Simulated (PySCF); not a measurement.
**Worked example: chemical shift, span and skew from a shielding tensor**

C₄H₄BNO, SMILES N#CC1=CCB1O. Atoms are numbered in the order given.

```xyz
11

N     -0.3883    -2.9290     0.0000
C     -0.0965    -1.8056     0.0000
C      0.2249    -0.4254     0.0000
C      1.4301     0.2043     0.0000
C      1.0153     1.6629     0.0000
B     -0.4472     0.9877     0.0000
O     -1.7210     1.3948     0.0000
H      2.4405    -0.2259     0.0000
H      1.3298     2.2304    -0.8927
H      1.3298     2.2304     0.8927
H     -1.8207     2.3530     0.0000
```
Charge 0, spin multiplicity 1.

Coordinates come from a PBE0-D3(BJ)/def2-SVP optimisation. The structure was generated by enumeration, and PubChem lists no compound with its InChIKey, so it may never have been made. The values are those of a single conformer.

GIAO shieldings from PySCF with PBE/pcSseg-1, non-relativistic, no solvent. The symmetric part of the tensor of C2 has the principal values -50.6, -42.9, 286.0 ppm. The same nucleus in TMS has σ = 182.0 ppm at this level (PySCF, at its B3LYP-D3(BJ)/def2-TZVP geometry).

**Question.** Work out the isotropic shielding, the ¹³C shift against TMS, the span and the skew.

**Answer.** 
σ(iso) = (σ11 + σ22 + σ33)/3 = 64.2 ppm. δ = σ(ref) − σ(iso) = 182.0 − (64.2) = 117.8 ppm.
Span Ω = σ33 − σ11 = 336.6 ppm. Skew κ = 3(σ(iso) − σ22)/Ω = 0.95. Tumbling in solution averages the tensor to δ; in a static solid the shielding alone would spread this spin-1/2 line over Ω.
